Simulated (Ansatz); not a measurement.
Start from `O=C=N[Si](F)(F)F` and change one atom or group to get `F[Si](F)(F)BCl`.

Ansatz, PBE0-D4/def2-TZVP geometries, multiplicity 1. Each molecule was computed in one conformer, which needn't be the lowest.

```csv
property,`O=C=N[Si](F)(F)F`
HOMO energy (B3LYP/def2-TZVPP) / eV,-9.62
HOMO–LUMO gap (PBE/def2-TZVPP) / eV,7.40
LUMO energy (B3LYP/def2-TZVPP) / eV,-0.20
HOMO–LUMO gap (PBE0/def2-TZVPP) / eV,9.96
HOMO energy (PBE0/def2-TZVPP) / eV,-9.89
size of the dipole moment (PBE/def2-TZVPP) / D,0.16
```

Problem. What does the change do to each property? (Best estimate.)

Solution. Computed: 
```tsv
property	`F[Si](F)(F)BCl`	shift
HOMO energy (B3LYP/def2-TZVPP) / eV	-8.57	1.05
HOMO–LUMO gap (PBE/def2-TZVPP) / eV	3.50	-3.90
LUMO energy (B3LYP/def2-TZVPP) / eV	-3.15	-2.95
HOMO–LUMO gap (PBE0/def2-TZVPP) / eV	5.80	-4.16
HOMO energy (PBE0/def2-TZVPP) / eV	-8.78	1.11
size of the dipole moment (PBE/def2-TZVPP) / D	1.76	1.60
```

With PBE0 the HOMO rises by 1.11 eV and the LUMO falls by 3.04 eV, so the gap narrows by about 4.15 eV. PBE moves the HOMO by 0.98 eV and ωB97M-V by 1.18 eV. Dipoles are sizes alone; their direction can turn.

B3LYP here is the variant with VWN-RPA as its local correlation; programs differ in this.
